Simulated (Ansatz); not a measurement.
CH9HfN3, SMILES `[CH3][Hf]([NH2])([NH2])[NH2]`. The species carries charge 0 and has multiplicity 1. Correlated methods include outer-core shells of Hf, which these sets cover unevenly. Hf takes the def2 core potential.

```xyz
14

C    -0.182    1.787    0.862
Hf    0.023   -0.227   -0.109
N     1.024   -1.456    1.175
N    -1.848   -0.946   -0.485
N     1.068    0.008   -1.846
H    -0.579    1.710    1.882
H     0.781    2.307    0.933
H    -0.860    2.443    0.304
H     0.770   -1.589    2.145
H     1.861   -1.988    0.988
H    -2.235   -1.833   -0.196
H    -2.569   -0.426   -0.968
H     0.791   -0.281   -2.773
H     1.954    0.491   -1.913
```

Task: Give the diagnostics of a CCSD(T)/def2-TZVPP run (frozen core, the Gaussian-basis code of Ansatz). (Estimate.)

Result: Ansatz gave: T1 = 0.0137, largest single amplitude 0.021, largest double 0.017, (T) share of the correlation energy 3.9 %, 9 CCSD cycles. The RHF solution is stable towards an unrestricted one. T1 lies under the customary mark of 0.02 for closed shells.
